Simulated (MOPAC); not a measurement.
Spectroscopic constants of PN, closed-shell singlet (the spin of the measured ground state).

The constants come from a fifth-degree fit in 1/R (seven points, main isotopes). Runs in def2 and cc sets follow the lowest solution found near the PBE0 minimum. The singlet is held restricted.

The state that PM7 reach isn't checked; PM7 holds dispersion and hydrogen-bond terms.

Codes used: MOPAC for PM7 (differences of heats of formation). Each number belongs to the level named beside it.

Energies at PM7:

```json
[
 {"R (Å)": "1.375688", "E (hartree)": "0.11028935"},
 {"R (Å)": "1.412669", "E (hartree)": "0.10194409"},
 {"R (Å)": "1.446692", "E (hartree)": "0.09800874"},
 {"R (Å)": "1.485152", "E (hartree)": "0.09734192"},
 {"R (Å)": "1.523612", "E (hartree)": "0.10015962"},
 {"R (Å)": "1.567989", "E (hartree)": "0.10709062"},
 {"R (Å)": "1.619762", "E (hartree)": "0.11929355"}
]
```

Q: With a reduced mass of 9.6434 u, find the minimum, the force constant and the constants.

A: A fifth-degree polynomial in 1/R puts the minimum at r_e = 1.4726 Å with force constant 1080 N/m. Then ω_e = (1/2πc)√(k/μ) = 1377 cm⁻¹ and B_e = h/(8π²cμr_e²) = 0.8061 cm⁻¹; the cubic and quartic terms give α_e = 0.0025 and ω_e x_e = 3.3 cm⁻¹.
